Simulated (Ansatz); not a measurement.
`[SiH3]N[SiH2]O[SiH3]`, relaxed with RKS PBE0-D4/def2-TZVP in Ansatz 0.2.0 from a PBE-D4/def2-SVP geometry. The force threshold is 0.005 eV/Å; the program also tests the step.

Charge 0, multiplicity 1.

Start:

```xyz
14

Si   -0.740   -2.418    0.982
N     0.646   -1.413    0.582
Si    0.745    0.323    0.596
O     0.176    0.986   -0.836
Si   -0.143    2.423   -1.629
H    -1.672   -1.563    1.794
H    -0.307   -3.616    1.787
H    -1.482   -2.932   -0.227
H     1.421   -1.890    0.108
H    -0.102    0.819    1.731
H     2.189    0.709    0.752
H     1.101    3.267   -1.727
H    -1.202    3.209   -0.900
H    -0.630    2.096   -3.011
```

| step | energy (eV) | largest force (eV/Å) | largest move (Å) |
| --- | --- | --- | --- |
| 1 | -27308.4517 | 0.698 | 0.000 |
| 2 | -27308.5343 | 0.433 | 0.048 |
| 3 | -27308.5552 | 0.070 | 0.030 |
| 4 | -27308.5557 | 0.058 | 0.005 |
| 5 | -27308.5564 | 0.050 | 0.019 |
| 6 | -27308.5577 | 0.072 | 0.060 |
| 7 | -27308.5583 | 0.032 | 0.037 |
| 8 | -27308.5586 | 0.039 | 0.032 |
| 9 | -27308.5590 | 0.006 | 0.019 |
| 10 | -27308.5592 | 0.002 | 0.014 |
| 11 | -27308.5592 | 0.065 | 0.117 |
| 15 | -27308.5606 | 0.043 | 0.021 |
| 19 | -27308.5623 | 0.081 | 0.043 |
| 23 | -27308.5646 | 0.143 | 0.023 |
| 27 | -27308.5695 | 0.101 | 0.010 |
| 31 (rejected) | -27308.5691 | 0.163 | 0.059 |
| 35 (rejected) | -27308.5727 | 0.152 | 0.048 |
| 39 | -27308.5784 | 0.080 | 0.039 |
| 43 | -27308.5795 | 0.023 | 0.024 |
| 47 | -27308.5801 | 0.042 | 0.012 |
| 51 | -27308.5806 | 0.029 | 0.028 |
| 55 | -27308.5808 | 0.027 | 0.041 |
| 59 | -27308.5810 | 0.016 | 0.008 |
| 63 | -27308.5811 | 0.015 | 0.003 |
| 67 | -27308.5812 | 0.009 | 0.004 |
| 71 | -27308.5813 | 0.008 | 0.026 |
| 73 | -27308.5813 | 0.003 | 0.007 |

End:

```xyz
14

Si   -0.838   -1.960    0.555
N     0.717   -1.216    0.424
Si    1.141    0.388    0.865
O     0.826    1.490   -0.303
Si   -0.319    1.971   -1.367
H    -1.748   -0.942    1.138
H    -0.811   -3.162    1.431
H    -1.356   -2.383   -0.774
H     1.430   -1.743   -0.061
H     0.354    0.750    2.068
H     2.601    0.441    1.110
H     0.339    2.747   -2.447
H    -1.326    2.826   -0.685
H    -1.009    0.791   -1.954
```

It took 4 min on 2 threads of an AMD EPYC 7R13 on a shared host and a share of an NVIDIA H100 80 GB, with 0.89 GiB of host memory at the peak.
